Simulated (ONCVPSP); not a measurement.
# Which change was made? (Ne, ONCV)

- Element: Ne
- Generator: ONCVPSP 4.0.1
- Type: optimised norm-conserving Vanderbilt (ONCV)
- Functional: BLYP
- Relativity: scalar-relativistic
- Frozen core: [He]
- Valence charge: 8
- Reference configuration: 2s2 2p4 (charge +2)
- Partial waves: 2s: rc 0.60 bohr, ncon 4, nbas 7, qcut 9.4 1/bohr, 1 projector; 2p: rc 1.10 bohr, ncon 3, nbas 6, qcut 10.6 1/bohr, 1 projector
- Local potential: polynomial inside 0.55 bohr (lpopt 5, dvloc0 0 Ha)
- Core correction: polynomial model core, fcfact 0.2

Cutoffs, loose and tight: the cutoffs (Ha) at which the residual kinetic energy of the hardest occupied pseudo-wave falls to 1 and 0.1 mHa per electron. They do not see the model core or the augmentation charge, which bear on the density cutoff. Test errors are all-electron minus pseudo excitation energies from the reference, over the configurations 2s2 2p6; 2s2 2p5; 2s2 2p3; 2s2 2p5.5; variants that change the core or the reference have their own tests.

The base gives: outcome: generated; cutoff, loose: 255 Ha; cutoff, tight: 326 Ha; bound ghosts: none; GHOST(+) flags above zero: none; largest test error (meV): +150.

Q: After one change the result is: outcome: generated; cutoff, loose: 76 Ha; cutoff, tight: 259 Ha; bound ghosts: none; GHOST(+) flags above zero: none; largest test error (meV): +85. Which change was it?
A. s: qcut 6; p: qcut 6.7
B. s: qcut 10.2; p: qcut 11.5
C. s: qcut 7.6; p: qcut 8.6
D. s: qcut 11.8; p: qcut 13.3

A: D. The others give: s: qcut 6; p: qcut 6.7 → outcome: generated; bound ghosts: none; GHOST(+) flags above zero: none; largest test error (meV): +351 | s: qcut 10.2; p: qcut 11.5 → outcome: generated; cutoff, loose: 213 Ha; cutoff, tight: 311 Ha; bound ghosts: none; GHOST(+) flags above zero: none; largest test error (meV): +126 | s: qcut 7.6; p: qcut 8.6 → outcome: generated; cutoff, loose: 291 Ha; cutoff, tight: 347 Ha; bound ghosts: none; GHOST(+) flags above zero: none; largest test error (meV): +222.
